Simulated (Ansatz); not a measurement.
Calculated with Ansatz (gas phase, PBE0-D4/def2-TZVP geometries, no zero-point term in ΔE). CBS: MP2 limit from def2 TZ/QZ plus the TZ coupled-cluster correction, frozen cores. This one scheme is used for every species. Functionals use def2-TZVPP. B3LYP here is the variant with VWN-RPA as its local correlation; programs differ in this.

Reaction (substitution at a C–Si bond): `C[Si](Cl)(Cl)C#N` + CH₃OH → `COC#N` + `C[SiH](Cl)Cl`

| level | ΔE (kJ/mol) | difference from CCSD(T)/CBS |
| --- | --- | --- |
| LDA (SPW92) | 75.5 | -33.0 |
| revPBE-D4 | 89.8 | -18.7 |
| BLYP-D4 | 91.6 | -16.9 |
| B97M-V | 94.4 | -14.1 |
| r2SCANh-D4 | 92.2 | -16.3 |
| r2SCAN0-D4 | 93.3 | -15.2 |
| CAM-B3LYP-D4 | 93.0 | -15.5 |
| PBE-QIDH | 97.8 | -10.7 |
| PBE | 83.6 | -24.9 |
| revPBE | 85.0 | -23.5 |
| B3LYP | 88.4 | -20.1 |
| r2SCANh | 91.0 | -17.5 |
| HF/def2-TZVPP | 90.2 | -18.3 |
| CCSD(T)/def2-TZVPP | 104.9 | -3.6 |
| SCS-MP2/def2-QZVPP | 110.1 | 1.6 |
| CCSD/CBS(def2) | 108.1 | -0.4 |
| CCSD(T)/CBS | 108.5 | 0 |

Largest T1 diagnostic among the species: 0.014.

From PBE to PBE0 (25 % exact exchange), in def2-TZVPP and without D4, ΔE moves by +4.2 kJ/mol. The D4 term adds +5.4 kJ/mol with B3LYP and +3.2 kJ/mol with PBE0; it sums over pairs of atoms, weighted by their polarisabilities, and B3LYP, whose exchange is more repulsive, gets the larger term. At CCSD(T), def2-SVP lies −18.9 kJ/mol from the extrapolated value and def2-TZVPP −3.6 kJ/mol.
